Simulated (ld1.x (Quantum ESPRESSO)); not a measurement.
# u(r) = r·R(r): atom against pseudo-atom (S (Z = 16))

Columns: radius, all-electron u(r) and pseudo u(r) of the 3s shell (level -39.36 eV) of sulfur in the configuration [Ne] 3s2 3p2; BP86, non-relativistic, TM scheme, ld1.x (Quantum ESPRESSO) 7.5.

| r (bohr) | all-electron | pseudo |
| --- | --- | --- |
| 0.072 | 0.2060 | 0.0626 |
| 0.145 | -0.0630 | 0.1220 |
| 0.217 | -0.3076 | 0.1733 |
| 0.290 | -0.4270 | 0.2153 |
| 0.362 | -0.4259 | 0.2468 |
| 0.435 | -0.3397 | 0.2710 |
| 0.507 | -0.2051 | 0.2919 |
| 0.580 | -0.0452 | 0.3164 |
| 0.652 | 0.1169 | 0.3501 |
| 0.725 | 0.2736 | 0.3997 |
| 0.798 | 0.4153 | 0.4680 |
| 0.870 | 0.5365 | 0.5512 |
| 0.942 | 0.6384 | 0.6401 |
| 1.015 | 0.7217 | 0.7217 |
| 1.088 | 0.7858 | 0.7858 |
| 1.160 | 0.8318 | 0.8318 |
| 1.232 | 0.8621 | 0.8621 |
| 1.305 | 0.8788 | 0.8788 |
| 1.378 | 0.8832 | 0.8832 |
| 1.450 | 0.8773 | 0.8773 |
| 1.522 | 0.8632 | 0.8632 |
| 1.595 | 0.8419 | 0.8419 |
| 1.668 | 0.8151 | 0.8151 |
| 1.740 | 0.7845 | 0.7845 |
| 1.812 | 0.7510 | 0.7510 |
| 1.885 | 0.7149 | 0.7149 |

(1) How many radial nodes do the two functions have?

(2) At about which radius was the pseudo-wave matched?

(3) Is the pseudo-wave norm-conserving?

Results:

(1) The all-electron 3s function has n − l − 1 = 2; the pseudo-wave has 0, since the states of the same l below it are removed with the core.

(2) 1.05 bohr, where the columns begin to agree (steps of 0.07 bohr).

(3) Yes: the TM scheme keeps the norm inside the radius equal to the all-electron one, which fixes the energy derivative of the logarithmic derivative at the level.
